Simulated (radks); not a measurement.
Problem. All-electron atom: Hg+ in [Xe] 4f14 5d10 6s1. Method: Dirac Kohn-Sham, PBE, spin-unpolarised, spherical densities, finite nucleus; Fermi nuclear charge, rms radius 5.4648 fm; computed with a radial shooting solver on a logarithmic mesh with Libxc functionals. Some entries of the table are withheld. Estimate them.

orbital  occ.  eigenvalue (eV)  <r> (bohr)
1s1/2       2        -83005.12     0.01659
2s1/2       2        -14707.48     0.06926
2p1/2       2        -14115.92     0.05692
2p3/2       4        -12168.34     0.06560
3s1/2       2        -3496.653      0.1801
3p1/2       2        -3229.141         (1)
3p3/2       4        -2797.761         (2)
3d3/2       4              (3)      0.1621
3d5/2       6              (4)      0.1670
4s1/2       2        -775.7713         (5)
4p1/2       2        -660.8710      0.4011
4p3/2       4        -556.7148      0.4353
4d3/2       4              (6)      0.4425
4d5/2       6              (7)      0.4536
5s1/2       2        -126.8577      0.9029
4f5/2       6        -106.9893      0.4793
4f7/2       8        -102.7968      0.4860
5p1/2       2         -88.9565      0.9725
5p3/2       4         -70.7160       1.069
5d3/2       4              (8)       1.436
5d5/2       6              (9)       1.497
6s1/2       1         -14.7105       2.513
6p1/2       0          -8.3543       3.193
6p3/2       0          -7.1491       3.563

Solution. 
(1) 3p1/2 <r> (bohr): 0.1704
(2) 3p3/2 <r> (bohr): 0.1863
(3) 3d3/2 eigenvalue (eV): -2353.207
(4) 3d5/2 eigenvalue (eV): -2260.768
(5) 4s1/2 <r> (bohr): 0.3992
(6) 4d3/2 eigenvalue (eV): -368.5333
(7) 4d5/2 eigenvalue (eV): -349.1125
(8) 5d3/2 eigenvalue (eV): -19.9911
(9) 5d5/2 eigenvalue (eV): -18.1178
